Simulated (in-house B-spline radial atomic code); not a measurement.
Settings and results of a run for La4+ (an excited or competing configuration). Level of theory: Dirac-Hartree-Fock, average of configuration, Fermi nucleus of rms radius 4.855 fm; calculated with a B-spline radial code for spherical atoms.

Command:
```bash
python run_scf.py task.json out
```
Settings (nuclear radius in fm, mass in u):
```
Z                57
configuration    [Ar] 3d10 4s2 4p5 4d10 5s2 5p6
hamiltonian      dirac
method           hf
spin_polarised   False
nucleus          fermi
rms_radius       4.855
atomic_mass      138.90636
speed_of_light   137.035999084
```

Output (hartree, bohr):
```
 radial grid: 69 intervals, B-splines of order 8, outer radius 30.8511 bohr

 iter        energy (Eh)    residual
    1       -8468.144611    7.45e-01
    2       -8480.410504    4.54e-01
    3       -8483.072053    1.20e-01
    4       -8483.306445    4.05e-02
    5       -8483.329095    1.49e-02
    6       -8483.332483    1.12e-03
    7       -8483.332505    2.86e-04
    8       -8483.332506    2.63e-05
    9       -8483.332506    8.23e-07
   10       -8483.332506    5.79e-08

 total energy                     -8483.33251
 kinetic                            9078.1657
 electron-nucleus                 -20549.4311
 electron-electron                  2987.9329

 first-order corrections (not in the total)
   Gaunt                             7.7633
   retardation                      -0.8070
   frequency dependence             -0.0859
   self-energy                       5.3313
   Uehling                          -0.7741
   Wichmann-Kroll                    0.0201
   recoil                            0.0222

 orbital      occ     eigenvalue          <r>       <r^2>       <1/r>     <1/r^2>       <r^4>       r_max    small
 1s1/2      2.000     -1440.9248    0.0250629 0.000853457     62.0131     8511.05 1.91959e-06     0.01608  4.44e-02
 2s1/2      2.000      -234.9404     0.106851   0.0135326     14.6114     1028.01 0.000317212     0.09098  9.65e-03
 2p1/2      2.000      -221.0975    0.0900013  0.00998246     14.5526     327.417  0.00020187     0.06958  9.64e-03
 2p3/2      4.000      -205.8612    0.0960568   0.0112413     13.2415     238.866 0.000249356     0.07471  9.08e-03
 3s1/2      2.000       -53.4312     0.283449   0.0919258     5.28132     214.008   0.0128174      0.2598  2.96e-03
 3p1/2      2.000       -47.5566     0.274037   0.0872808     5.17768     68.2444   0.0121309       0.247  2.88e-03
 3p3/2      4.000       -44.5128     0.285789   0.0947339     4.85509     50.4716   0.0142277       0.258  2.73e-03
 3d3/2      4.000       -34.3753     0.256736   0.0777241     4.71056     27.8181    0.010869      0.2081  2.60e-03
 3d5/2      6.000       -33.7335     0.260432   0.0798376     4.62809     26.6498   0.0114173      0.2113  2.56e-03
 4s1/2      2.000       -12.7941     0.649358    0.474789     2.17436     48.7939    0.325552      0.6056  8.94e-04
 4p1/2      1.667       -10.6243     0.674132    0.517375     2.06282     15.1713    0.406811      0.6176  8.25e-04
 4p3/2      3.333        -9.9634     0.699118    0.556458     1.96456     11.4099    0.471666      0.6403  7.83e-04
 4d3/2      4.000        -6.1416     0.750264    0.650005     1.75648     5.59435    0.677067      0.6624  6.48e-04
 4d5/2      6.000        -6.0238     0.759117    0.665199     1.73126     5.36716    0.708653      0.6701  6.35e-04
 5s1/2      2.000        -3.2341      1.50117     2.51461    0.878409     9.17481      9.0097       1.378  2.09e-04
 5p1/2      2.000        -2.4815      1.63172     2.99195    0.813177     2.91936     13.0312       1.487  1.90e-04
 5p3/2      4.000        -2.3635      1.68942     3.20609    0.780271     2.22539     14.9391       1.541  1.79e-04

 Slater integrals (Eh)
   F0(4p1/2,4p1/2)               1.332851
   F0(4p1/2,4p3/2)               1.308177
   G2(4p1/2,4p3/2)               0.683508
   F0(4p1/2,5p1/2)               0.690774
   G0(4p1/2,5p1/2)               0.040484
   F0(4p1/2,5p3/2)               0.670090
   G2(4p1/2,5p3/2)               0.050979
   F0(4p3/2,4p3/2)               1.285240
   F2(4p3/2,4p3/2)               0.675576
   F0(4p3/2,5p1/2)               0.687356
   G2(4p3/2,5p1/2)               0.051862
   F0(4p3/2,5p3/2)               0.666880
   F2(4p3/2,5p3/2)               0.184361
   G0(4p3/2,5p3/2)               0.039220
   G2(4p3/2,5p3/2)               0.050356
   F0(5p1/2,5p1/2)               0.550475
   F0(5p1/2,5p3/2)               0.540719
   G2(5p1/2,5p3/2)               0.290888
   F0(5p3/2,5p3/2)               0.531649
   F2(5p3/2,5p3/2)               0.287539
```

Run time, properties included: 0.85 s on 1 thread of x86-64 server CPU (shared host).

For the Dirac Hamiltonian the kinetic term is c α·p + (β - 1)c².
